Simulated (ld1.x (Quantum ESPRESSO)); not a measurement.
## Transferability test, TM semilocal potential for fluorine (F)

```json
{"Element": "fluorine", "Generator": "ld1.x (Quantum ESPRESSO) 7.5", "Type": "norm-conserving Troullier–Martins (semilocal form)", "Functional": "LDA (PZ)", "Relativity": "non-relativistic", "Frozen core": "[He]", "Valence charge": "7", "Reference configuration": "2s1 2p6", "Partial waves": "2s (bound): rc 0.85 bohr; 3d channel at -0.2 Ry: rc 1.35 bohr; 2p (bound): rc 1.70 bohr", "Local potential": "the p channel", "Core correction": "a·sin(br)/r model core, default radius (core density twice the valence density)"}
```

Energies are relative to the spin-unpolarised reference configuration 2s1 2p6; without spin polarisation the order of configurations can differ from experiment. Spin-polarised rows fill each open shell by Hund’s rule, majority spin first. The frozen-core shift is the all-electron ΔE with the core orbitals held at their reference shape minus the fully relaxed ΔE.

```tsv
valence configuration	charge	ΔE all-electron (eV)	error AE − PS (meV)	frozen-core shift (meV)
2s2 2p5	0	-18.302	+14	+0.5
2s2 2p4	+1	1.265	+200	+0.4
2s2 2p3	+2	39.787	+771	+0.8
2s2 2p1	+4	186.388	+5923	+14
2s1 2p5	+1	19.825	-24	+0.1
2s2 2p5.3	-0.3	-21.030	-19	+0.5
2s1 2p6 (spin-polarised)	0	-0.456	-15	+0.1
2s2 2p5 (spin-polarised)	0	-18.681	+5.4	+0.8
```

What are ΔE and the potential's error for 2s2 2p4.5?

ΔE = -10.666 eV all-electron; the error (AE − PS) is +85 meV.
